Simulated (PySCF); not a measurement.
Electron correlation in V⁺ (vanadium, charge +1)

[Ar] 3d3 4p1, one real determinant (an excited configuration). Computed with PySCF 2.14 in ANO-RCC-VTZP (6s5p3d2f1g, 59 functions), with scalar relativity by spin-free X2C-1e. Frozen: [Ne]; 12 electrons correlated.

```tsv
level	correlation energy (mhartree)
CCSD	-346.32
(T)	-7.30
CCSD(T)	-353.62
```

Diagnostics: T1 = 0.0097, D1 = 0.0369, largest double amplitude 0.026.

The real determinant used has ⟨L²⟩ near 14 against 20 for a pure G term, so it mixes terms.

Cost of the coupled-cluster step: of the order of 10 core-seconds, for 12 correlated electrons.

The basis was made for the ground configuration and has no added diffuse functions, which can raise the energy of the promoted electron.

The reference is one real determinant that mixes LS terms of this configuration.
